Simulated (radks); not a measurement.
The numbers below are computed, except where a source is named.
Valence configurations of the erbium ion Er+ (all share [Xe]). Level of theory: scalar-relativistic Kohn-Sham, BLYP, spin-polarised, spherical densities, point nucleus; open shells are filled with parallel spins first (spin-orbit coupling, left out, can overturn this in heavy ions) (a radial shooting solver on a logarithmic mesh with Libxc functionals). Energies are relative to 4f12 6s1; eigenvalues in eV for spin up.

valence           E (eV)  moment (Bohr magnetons)    e(4f)    e(5d)   e(6p)    e(6s)
4f12 6s1           0.000                        3  -10.222        -       -   -9.388
4f12.5 6s0.5       0.926                        2   -6.688        -       -   -8.550
4f11.5 6s1 6p0.5   2.394                        4  -15.090        -  -6.548  -10.622
4f11 6s2           2.939                        3  -19.123        -       -  -10.662
4f11 5d1 6s1       3.816                        5  -16.842   -8.467       -  -10.213
4f10.5 6s2 6p0.5   9.210                        4  -24.866        -  -7.260  -11.897
4f10 5d2 6s1      12.083                        7  -24.236   -9.975       -  -10.824
4f10 6s1 6p2      21.760                        7  -31.995        -  -8.842  -14.040
4f9.5 6s2 6p1.5   28.729                        6  -37.177        -  -8.814  -14.211
4f8 5d2 6s1 6p2   59.814                       11  -49.460  -18.672  -9.331  -15.129

NIST lists [Xe] 4f12 6s1 as the ground configuration; this level of theory agrees among the configurations tried. The energies are those of spherical high-spin densities, not of single terms.
